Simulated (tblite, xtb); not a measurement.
C3H10N, charge +1, singlet, geometry from GFN2-xTB. Base run: GFN1-xTB run with xtb.

Geometry (Å):
```xyz
14

N     -0.0015    -0.0008     0.3491
C     -0.0068     1.4036    -0.0989
C      1.2194    -0.6952    -0.0985
C     -1.2113    -0.7077    -0.1087
H     -0.0025     1.4414    -1.1871
H      0.8734     1.9250     0.2727
H     -0.8955     1.9158     0.2653
H      1.2546    -0.7102    -1.1867
H      1.2292    -1.7207     0.2660
H      2.1057    -0.1843     0.2731
H     -1.2372    -0.7231    -1.1971
H     -2.1059    -0.2060     0.2555
H     -1.2136    -1.7334     0.2557
H     -0.0057    -0.0031     1.3760
```
Charge +1, spin multiplicity 1.
All else is at xtb's defaults.
Base energy -14.48307 Eh.

Programs used: tblite, xtb; a row that names a program was run with it.

The base run was repeated with changes; each row names its change, and settings that it needs were set with it.

```tsv
change	ΔE vs base (kcal/mol)	HOMO-LUMO gap (eV)	G_solv (kcal/mol)	SCF cycles
base	0.000	10.22	-	8
alpb = water	-51.60	10.32	-51.86	8
etemp = 1000	0.000	10.22	-	8
acc = 0.0001	0.000	10.22	-	11
gbsa = acetonitrile	-51.41	10.26	-51.44	8
etemp = 10000	-0.99	10.23	-	8
acc = 30	0.000	10.22	-	7
program = tblite; method = gfn1; option = --spin-polarized	0.000	-	-	-
```

ALPB and GBSA are two models with their own fitted parameters for each solvent, which aren't always the measured dielectric constant.
